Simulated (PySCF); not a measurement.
Delta-SCF ions had no search for a lower state. Excitations are Tamm–Dancoff values on a coarser integration grid. The basis has no diffuse functions, so Rydberg states are missing or too high.

**BBr3, SMILES `B(Br)(Br)Br` (charge 0, multiplicity 1)**

Method: PBE-D3(BJ)/def2-TZVP // PBE0-D3(BJ)/def2-TZVP (PySCF).

HOMO: -7.01 eV
dipole moment: 0.00 D
HOMO–LUMO gap: 4.09 eV
LUMO: -2.92 eV
S1 excitation (TDA): 4.17 eV
S1 oscillator strength: 0.000
brightest of the four lowest singlets (TDA): 5.59 eV
T1 excitation (TDA): 4.00 eV
S1–T1 gap (TDA): 0.17 eV
vertical ionisation energy (Delta-SCF): 9.82 eV
total energy: -210785.86 eV
cost: around 80 core-seconds (rough)

Bonds (Å): Br1–B2 1.896, B2–Br3 1.896, B2–Br4 1.896. Bond angles (°): Br1–B2–Br3 120.0, Br1–B2–Br4 120.0, Br3–B2–Br4 120.0.
Charge 0, spin multiplicity 1.
